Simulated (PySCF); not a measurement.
Harmonic spectrum computed at PBE0 in the def2-TZVP basis family (core potentials from Rb on, PySCF, no spin–orbit coupling):

```tsv
symmetry	ω (cm⁻¹)	IR (km/mol)
a'	125	63.7
a''	190	2.4
a'	353	22.5
a'	507	53.9
a''	1104	285
a'	1116	146
```

Task: Which molecule gave it? In each, all ligands are bound to the one heavy central atom.
A. VO₂Cl (singlet)
B. RuO₂Cl (doublet)
C. IO₂Cl (singlet)
D. CoO₂Cl (triplet)
E. MoO₂Cl (doublet)

Result: A. It has Cs symmetry with V–Cl 2.174 Å, V–O 1.567 Å (×2).
